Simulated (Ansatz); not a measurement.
Computed with Ansatz on PBE0-D4/def2-TZVP structures; ΔE is electronic, products minus reactants. CBS: MP2 limit from def2 TZ/QZ plus the TZ coupled-cluster correction, frozen cores. Functionals use def2-TZVPP. Each species was taken in one conformer, which may not be the lowest.

Consider the isomerisation: `O=C([SiH3])BO` → `[SiH3]B1OCO1`.

| level | ΔE (kJ/mol) |
| --- | --- |
| PBE0-D4 | -85.2 |
| PBE | -74.1 |
| SCS-MP2/def2-TZVPP | -70.7 |
| MP2/CBS(def2) | -72.6 |

Question: What does CCSD(T)/CBS give? (An estimate is asked.)

Answer: Computed: -70.8 kJ/mol. The listed levels differ from it by -14.4, -3.3, 0.1, -1.8 kJ/mol.

Largest T1 diagnostic among the species: 0.016.

From PBE to PBE0 (25 % exact exchange), in def2-TZVPP and without D4, ΔE moves by −11.6 kJ/mol. In def2-TZVPP, CCSD(T) changes the Hartree–Fock value by −4.2 kJ/mol (the triples alone add +2.2 kJ/mol) and MP2 by −6.1 kJ/mol.
